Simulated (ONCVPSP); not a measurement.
## Tc, ONCV: configuration errors across variants

* Element: technetium
* Generator: ONCVPSP 4.0.1
* Type: optimised norm-conserving Vanderbilt (ONCV)
* Functional: PBE
* Relativity: scalar-relativistic
* Frozen core: [Ar] 3d10
* Valence charge: 15
* Reference configuration: 4s2 4p6 4d5 5s2
* Partial waves: 4s+5s: rc 1.50 bohr, ncon 4, nbas 7, qcut 8.4 1/bohr, 2 projectors; 4p: rc 1.90 bohr, ncon 4, nbas 8, qcut 5.6 1/bohr, 2 projectors, debl 3 Ha; 4d: rc 1.80 bohr, ncon 3, nbas 8, qcut 8.9 1/bohr, 3 projectors, debl 3.6 Ha
* Local potential: polynomial inside 0.95 bohr (lpopt 2, dvloc0 -1 Ha)
* Core correction: Teter function, fcfact 5.5, rcfact 1.6

All-electron excitation energies from the reference (eV): (1) 4s2 4p6 4d5 5s1 8.154; (2) 4s2 4p6 4d5 5s0 23.005; (3) 4s2 4p6 4d4 5s0 51.711; (4) 4s2 4p6 4d6 5s1 -0.939.

2 further variants failed, have other tests or too few solved ones, and are left out.

Errors AE − PS in meV (a dash: test not solved or not reliable):

```tsv
change	(1)	(2)	(3)	(4)	bound ghosts	GHOST(+) flags above zero
base	-1.6	-5.8	-4.4	-3.7	none	s
p: qcut 3.5	-1.9	-7.3	-12	-6.0	none	s
core correction polynomial model core, fcfact 0.3	-1.4	-4.7	-2.8	-3.0	none	s
core correction Teter function, fcfact 5.5, rcfact 1.1	-1.4	-4.6	-2.7	-3.1	none	s
```

Q: Give the same row for: local potential polynomial inside 0.95 bohr (lpopt 4, dvloc0 6 Ha).

A: -1.6, -5.8, -4.3, -3.8; bound ghosts: none; GHOST(+) flags above zero: none.
